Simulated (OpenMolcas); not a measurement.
Computed levels of 4d4 in ions with 40 electrons, in cm-1 above 5D0.

```
Program             : OpenMolcas 26.06
Method              : SS-CASPT2, IPEA 0.25 Eh, imaginary shift 0.1 Eh
Basis               : ANO-RCC-VQZP
Scalar Hamiltonian  : DKH2, point nucleus
Spin-orbit coupling : RASSI with atomic mean-field integrals over the reference wave functions, term energies averaged over their components
```

Active space for each ion: 4 electrons in 5 orbitals (4d); closed shells correlated by CASPT2: 4s 4p.

```csv
Level,Nb+,Mo2+,Tc3+,Ru4+,Rh5+,Ag7+
5D1,157,241,343,482,661,1201
5D2,438,665,936,1287,1722,2950
5D3,806,1217,1692,2290,3000,4930
5D4,1235,1859,2560,3420,4420,7010
3P0(1),7950,11680,14360,16510,18350,21810
3P1(1),8730,12920,16130,18910,21480,26750
3P2(1),9970,14790,18640,22140,25480,32460
3H4,10010,13060,15560,17800,19870,24130
3H5,10360,13610,16370,18950,21440,26860
```

Task: Estimate 5D4, 3P0(1), 3P1(1) for Pd6+ from its neighbours Rh5+ and Ag7+.

Result: 5D4 is fine structure, which grows about as the fourth power of a screened charge, so the fourth roots are averaged: ((4420^0.25 + 7010^0.25) / 2)^4 = 5603. The calculation gives 5600, so the estimate is off by +0.1 %.
3P0(1) is another term, which grows about linearly with the charge: (18350 + 21810) / 2 = 20080. The calculation gives 20140, so the estimate is off by -0.3 %.
3P1(1) is another term, which grows about linearly with the charge: (21480 + 26750) / 2 = 24115. The calculation gives 24100, so the estimate is off by +0.1 %.

Mixed levels, with the weight of the term that names them: Pd6+ 3H4 (74 %), Ag7+ 3H4 (70 %).

CASPT2 breaks the degeneracy within a term, and the mean is taken; among the terms shown or strongly mixed into the levels shown the widest spread is 120 cm-1 (4d4 3G, Nb+). Some high roots are left out of the spin-orbit mixing, which shifts the levels that they would mix with (holds for Nb+). Configurations with an s electron lie low at this charge and mix in, so terms can be misplaced (holds for Nb+). Some terms miss by over 15 % even with CASPT2, which points to a basis or an active space too small for the shells correlated (holds for Nb+). Levels of configurations with an s electron are missing; early in the row they begin among the upper levels of the d shell and mix with terms of their name (holds for Mo2+). Only configurations of the active space appear.

A number in round brackets counts repeated terms of one configuration in the order of the reference energies.
